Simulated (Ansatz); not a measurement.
Computed with Ansatz on PBE0-D4/def2-TZVP structures; ΔE is electronic, products minus reactants. CCSD(T)/CBS adds triple-zeta CCSD(T) − MP2 to the extrapolated MP2 energy (def2 sets, frozen cores). This one scheme is used for every species. Functionals use def2-TZVPP. B3LYP here is the variant with VWN-RPA as its local correlation; programs differ in this. For Ge outer-core shells are correlated without core-valence functions, which leaves a few kJ/mol of doubt a bond. Scalar relativity is left out up to krypton. One conformer a species, not always the lowest.

Consider the ligand exchange at a Ge–O bond: `C[S][Ge][OH]` + HCl → `C[S][Ge][Cl]` + H₂O.

```json
{"level": "PBE-D4", "ΔE (kJ/mol)": "-46.9", "difference from CCSD(T)/CBS": "-4.3"}
{"level": "r2SCAN-D4", "ΔE (kJ/mol)": "-42.2", "difference from CCSD(T)/CBS": "0.4"}
{"level": "PBE0-D4", "ΔE (kJ/mol)": "-47.7", "difference from CCSD(T)/CBS": "-5.1"}
{"level": "B3LYP-D4", "ΔE (kJ/mol)": "-45.8", "difference from CCSD(T)/CBS": "-3.2"}
{"level": "ωB97X-V", "ΔE (kJ/mol)": "-36.0", "difference from CCSD(T)/CBS": "6.6"}
{"level": "ωB97M-V", "ΔE (kJ/mol)": "-39.7", "difference from CCSD(T)/CBS": "2.9"}
{"level": "B2PLYP", "ΔE (kJ/mol)": "-39.2", "difference from CCSD(T)/CBS": "3.4"}
{"level": "PBE", "ΔE (kJ/mol)": "-44.5", "difference from CCSD(T)/CBS": "-1.9"}
{"level": "B3LYP", "ΔE (kJ/mol)": "-41.8", "difference from CCSD(T)/CBS": "0.8"}
{"level": "HF/def2-TZVPP", "ΔE (kJ/mol)": "-38.5", "difference from CCSD(T)/CBS": "4.1"}
{"level": "CCSD/def2-TZVPP", "ΔE (kJ/mol)": "-35.0", "difference from CCSD(T)/CBS": "7.6"}
{"level": "CCSD(T)/def2-TZVPP", "ΔE (kJ/mol)": "-36.2", "difference from CCSD(T)/CBS": "6.4"}
{"level": "HF/def2-QZVPP", "ΔE (kJ/mol)": "-38.1", "difference from CCSD(T)/CBS": "4.5"}
{"level": "MP2/def2-QZVPP", "ΔE (kJ/mol)": "-41.7", "difference from CCSD(T)/CBS": "0.9"}
{"level": "SCS-MP2/def2-QZVPP", "ΔE (kJ/mol)": "-37.9", "difference from CCSD(T)/CBS": "4.7"}
{"level": "MP2/CBS(def2)", "ΔE (kJ/mol)": "-44.5", "difference from CCSD(T)/CBS": "-1.9"}
{"level": "CCSD(T)/CBS", "ΔE (kJ/mol)": "-42.6", "difference from CCSD(T)/CBS": "0"}
```

Largest T1 diagnostic among the species: 0.014.

The D4 term adds −4.0 kJ/mol with B3LYP and −2.2 kJ/mol with PBE0; it sums over pairs of atoms, weighted by their polarisabilities, and B3LYP, whose exchange is more repulsive, gets the larger term.
